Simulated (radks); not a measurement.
Question: Valence configurations of Sc2+ (all share [Ar]). All-electron calculation, Dirac Kohn-Sham, LDA (Slater exchange, Perdew-Wang correlation), spin-unpolarised, spherical densities, finite nucleus; open shells fill j = l - 1/2 first; Fermi nuclear charge, rms radius 3.5459 fm. Program: a radial shooting solver on a logarithmic mesh with Libxc functionals. Order these by energy: 3d0.5 4p0.5; 4p1; 4s1; 3d1.

Answer: From the lowest, in eV above it: 3d1 0.000; 4s1 3.439; 3d0.5 4p0.5 3.531; 4p1 7.901. NIST lists [Ar] 3d1 as the ground configuration; this level of theory agrees among the configurations tried. The energies are those of spherical spin-averaged densities, not of single terms.
